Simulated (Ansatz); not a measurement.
Consider the redistribution: `F[SiH]1[SiH2]S1` + `[NH2][AlH][AlH2]` → `[NH2][AlH][SiH]1[SiH2]S1` + `[F][AlH2]`.

Calculated with Ansatz (gas phase, PBE0-D4/def2-TZVP geometries, no zero-point term in ΔE). CCSD(T)/CBS is the MP2 limit (def2-TZVPP, def2-QZVPP) plus CCSD(T) − MP2 in def2-TZVPP, frozen cores. This one scheme is used for every species. Functionals use def2-TZVPP. One conformer a species, not always the lowest.

`F[SiH]1[SiH2]S1`:

Z-matrix (Å, degrees):
```
Si
Si 1 2.236
S 1 2.119 2 59.8
F 1 1.595 2 121.7 3 104.2
H 1 1.476 2 127.5 3 -101.8
H 2 1.482 1 124.1 3 99.5
H 2 1.481 1 121.7 3 -100.3
```

`[NH2][AlH][AlH2]`:

Z-matrix (Å, degrees):
```
N
Al 1 1.774
H 1 1.008 2 125.1
H 1 1.008 2 124.7 3 179.8
Al 2 2.596 1 116.7 3 179.7
H 2 1.593 1 114.9 3 -0.2
H 5 1.596 2 123.4 1 -175.3
H 5 1.598 2 120.9 1 4.6
```

`[NH2][AlH][SiH]1[SiH2]S1`:

Z-matrix (Å, degrees):
```
Si
Al 1 2.428
S 1 2.190 2 110.6
Si 1 2.262 2 118.4 3 -63.1
H 1 1.489 2 123.6 3 137.2
N 2 1.762 1 111.3 3 11.6
H 2 1.583 1 127.7 3 -171.3
H 4 1.482 1 122.1 2 -160.2
H 4 1.483 1 122.1 2 -5.2
H 6 1.009 2 122.5 1 -4.5
H 6 1.007 2 126.7 1 176.4
```

`[F][AlH2]`:

```xyz
4

F    -1.482    0.274   -0.520
Al    0.051   -0.009    0.018
H     0.198   -0.780    1.385
H     1.233    0.515   -0.883
```

```tsv
level	ΔE (kJ/mol)
B2PLYP	-92.4
SCS-MP2/def2-TZVPP	-95.1
SCS-MP2/def2-QZVPP	-95.9
CCSD/CBS(def2)	-90.5
```

What does CCSD(T)/CBS give? (An estimate is asked.)

The calculation gave: -94.1 kJ/mol. The listed levels differ from it by 1.7, -1.0, -1.8, 3.6 kJ/mol.

Largest T1 diagnostic among the species: 0.014.

In def2-TZVPP, CCSD(T) changes the Hartree–Fock value by −17.3 kJ/mol (the triples alone add −3.6 kJ/mol) and MP2 by −27.4 kJ/mol. The D4 term adds −8.2 kJ/mol with B3LYP and −4.8 kJ/mol with PBE0; it sums over pairs of atoms, weighted by their polarisabilities, and B3LYP, whose exchange is more repulsive, gets the larger term.

B3LYP here is the variant with VWN-RPA as its local correlation; programs differ in this.
